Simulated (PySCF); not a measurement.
CH₅BOS, SMILES SBOC.

Coordinates come from a B3LYP-D3(BJ)/def2-SVP optimisation. Other conformers were not sampled.

Calculation: PBE/def2-TZVP in PySCF.

Symmetry labels are those of the subgroup Cs that the program uses (full group Cs).

Q: List the valence orbital energies around the gap with their symmetry. (The exact figures need the calculation; the answer reports its results.)

A: 
```tsv
orbital	symmetry	energy (eV)
HOMO−7	A'	-11.73
HOMO−6	A"	-11.39
HOMO−5	A'	-10.48
HOMO−4	A'	-9.78
HOMO−3	A'	-8.46
HOMO−2	A"	-8.00
HOMO−1	A'	-7.12
HOMO	A"	-6.55
LUMO	A"	-1.00
LUMO+1	A'	-0.50
LUMO+2	A'	0.68
LUMO+3	A'	1.16
```
